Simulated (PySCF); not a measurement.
C3H9F2NSi, singlet, geometry from GFN2-xTB; SA2-CASSCF(2,2)/STO-3G (PySCF).

The PySCF input:
```python
from pyscf import gto, scf, mcscf
import numpy

mol = gto.Mole()
mol.atom = '''
    C    -1.28556047   -0.52717301    1.74015914
    N    -0.95133588   -0.43998919    0.33554476
    C    -1.64872009   -1.42302418   -0.46417152
    Si    0.47460736    0.32478950   -0.21018683
    C     2.14667636   -0.55156968   -0.12950046
    F     0.19276305    0.77478795   -1.72472088
    F     0.57359987    1.71424567    0.58690803
    H    -2.36485454   -0.41176717    1.86424792
    H    -0.99096062   -1.49324346    2.16584976
    H    -0.78417107    0.26667173    2.28593001
    H    -1.37667319   -2.44472881   -0.17537432
    H    -1.41014050   -1.27748521   -1.51362129
    H    -2.72612902   -1.30296804   -0.32864020
    H     2.41271338   -0.81418469    0.89058668
    H     2.93523012    0.08658699   -0.51876342
    H     2.14819246   -1.46671146   -0.71502016
'''
mol.basis = 'sto-3g'
mol.verbose = 4
mol.build()

mf = scf.RHF(mol)
mf.kernel()
mc = mcscf.CASSCF(mf, 2, 2)
mc.fix_spin_(ss=0.0)
mc = mc.state_average_([0.5, 0.5])
mc.kernel()
```

Question: What does PySCF print? Leave out banner, timings and long lists.

Answer: 
```
PySCF version 2.14.0

[INPUT] verbose = 4
[INPUT] num. atoms = 16
[INPUT] num. electrons = 66
[INPUT] charge = 0
[INPUT] spin (= nelec alpha-beta = 2S) = 0
[INPUT] symmetry False subgroup None
[INPUT] Mole.unit = angstrom
[INPUT] Symbol           X                Y                Z      unit          X                Y                Z       unit  Magmom
[...]
nuclear repulsion = 427.637349872188
number of shells = 32
number of NR pGTOs = 144
number of NR cGTOs = 48
basis = sto-3g
ecp = {}

******** <class 'pyscf.scf.hf.RHF'> ********
method = RHF
initial guess = minao
damping factor = 0
level_shift factor = 0
DIIS = <class 'pyscf.scf.diis.CDIIS'>
diis_start_cycle = 1
diis_space = 8
diis_damp = 0
SCF conv_tol = 1e-09
SCF conv_tol_grad = None
SCF max_cycles = 50
direct_scf = True
direct_scf_tol = 1e-13
Set gradient conv threshold to 3.16228e-05
Initial guess from minao.
init E= -653.671520463625
[...]
cycle= 1 E= -652.847627778404  delta_E= 0.824  |g|= 0.504  |ddm|= 4.66
[...]
cycle= 2 E= -652.964334256238  delta_E= -0.117  |g|= 0.114  |ddm|= 0.987
[...]
cycle= 3 E= -652.969753488863  delta_E= -0.00542  |g|= 0.0333  |ddm|= 0.197
[...]
cycle= 4 E= -652.970462938264  delta_E= -0.000709  |g|= 0.00815  |ddm|= 0.0837
[...]
cycle= 5 E= -652.970504077813  delta_E= -4.11e-05  |g|= 0.00187  |ddm|= 0.0207
[...]
cycle= 6 E= -652.970506425772  delta_E= -2.35e-06  |g|= 0.000237  |ddm|= 0.00539
[...]
cycle= 7 E= -652.970506458392  delta_E= -3.26e-08  |g|= 4.11e-05  |ddm|= 0.000616
[...]
cycle= 8 E= -652.970506459324  delta_E= -9.32e-10  |g|= 1.04e-05  |ddm|= 9.06e-05
[...]
Extra cycle  E= -652.970506459389  delta_E= -6.55e-11  |g|= 4.06e-06  |ddm|= 2.19e-05
converged SCF energy = -652.970506459389

******** <class 'pyscf.mcscf.addons.StateAverageCASSCF'> ********
CAS (1e+1e, 2o), ncore = 32, nvir = 14
max_cycle_macro = 50
max_cycle_micro = 4
conv_tol = 1e-07
conv_tol_grad = None
orbital rotation max_stepsize = 0.02
orbital rotation threshold for CI restart = 0.01
augmented hessian ah_max_cycle = 30
augmented hessian ah_conv_tol = 1e-12
augmented hessian ah_linear dependence = 1e-14
augmented hessian ah_level shift = 1e-08
augmented hessian ah_start_tol = 2.5
augmented hessian ah_start_cycle = 3
augmented hessian ah_grad_trust_region = 3
kf_trust_region = 3
kf_interval = 4
ci_response_space = 4
ci_grad_trust_region = 3
with_dep4 0
natorb = False
canonicalization = True
sorting_mo_energy = False
ao2mo_level = 2
internal_rotation = False
******** <class 'pyscf.mcscf.addons.StateAverageSpinPenaltyFCISolver'> ********
max. cycles = 50
conv_tol = 1e-08
davidson only = True
linear dependence = 1e-12
level shift = 0.001
max iter space = 12
nroots = 2
pspace_size = 400
spin = None
State-average over 2 states with weights [0.5, 0.5]
CASCI E = -652.747633409771  S^2 = 0.0000000
Set conv_tol_grad to 0.000316228
macro iter   1 ( 17 JK    4 micro), CASSCF E = -652.772838771177  dE = -2.52053614e-02  S^2 = 0.0000000
               |grad[o]|=0.158  |ddm|=0.0312  |maxRot[o]|=0.186
macro iter   2 ( 10 JK    4 micro), CASSCF E = -652.773151399169  dE = -3.12627992e-04  S^2 = 0.0000000
               |grad[o]|=0.00992  |ddm|=0.0052  |maxRot[o]|=0.0275
macro iter   3 (  3 JK    1 micro), CASSCF E = -652.773151610167  dE = -2.10998223e-07  S^2 = 0.0000000
               |grad[o]|=0.000233  |ddm|=0.000162  |maxRot[o]|=0.000576
macro iter   4 (  3 JK    1 micro), CASSCF E = -652.773151612440  dE = -2.27259989e-09  S^2 = 0.0000000
               |grad[o]|=3.16e-05  |ddm|=2.92e-05  |maxRot[o]|=7.31e-05
1-step CASSCF converged in   4 macro ( 33 JK  10 micro) steps
CASSCF canonicalization
Density matrix diagonal elements [1.49859466 0.50140534]
CASSCF energy = -652.773151612440
CASCI E = -652.773151612440  E(CI) = -0.952583125626802  S^2 = 0.0000000
CASCI state-averaged energy = -652.77315161244
CASCI energy for each state
  State 0 weight 0.5  E = -652.960962204407 S^2 = 0.0000000
  State 1 weight 0.5  E = -652.585341020472 S^2 = 0.0000000
```
